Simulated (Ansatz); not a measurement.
`ClC[SiH2][SbH2]` + `CSS` → `S[SiH2]CCl` + `C[S][SbH2]`  (formal exchange of groups at the Si–Sb bond)

Isolated molecules relaxed with PBE0-D4/def2-TZVP in Ansatz; ΔE leaves out vibrations. CCSD(T)/CBS adds triple-zeta CCSD(T) − MP2 to the extrapolated MP2 energy (def2 sets, frozen cores). DFT in def2-TZVPP. Elements past krypton have def2 core potentials. For Sb outer-core shells are correlated without core-valence functions, which leaves a few kJ/mol of doubt a bond. One conformer a species, not always the lowest.

(1) Is it downhill or uphill in electronic energy at CCSD(T)/CBS, and by how much? (Estimate.)

(2) What do these levels give: PBE-D4, r2SCAN-D4, PBE0-D4, ωB97X-V, B2PLYP, PBE, r2SCAN, PBE0, SCS-MP2/def2-TZVPP, MP2/def2-QZVPP, HF/CBS(def2), CCSD/CBS(def2)? (Estimate.)

Largest T1 diagnostic among the species: 0.013.

Results:

(1) Computed: Downhill: ΔE = -94.3 kJ/mol.

(2) The calculation gave: PBE-D4 -81.9, r2SCAN-D4 -91.9, PBE0-D4 -86.3, ωB97X-V -92.0, B2PLYP -95.6, PBE -83.5, r2SCAN -92.4, PBE0 -87.9, SCS-MP2/def2-TZVPP -99.8, MP2/def2-QZVPP -98.4, HF/CBS(def2) -107.8, CCSD/CBS(def2) -95.6 kJ/mol.

In def2-TZVPP, CCSD(T) changes the Hartree–Fock value by +11.3 kJ/mol (the triples alone add +1.3 kJ/mol) and MP2 by +8.0 kJ/mol. From PBE to PBE0 (25 % exact exchange), in def2-TZVPP and without D4, ΔE moves by −4.4 kJ/mol.
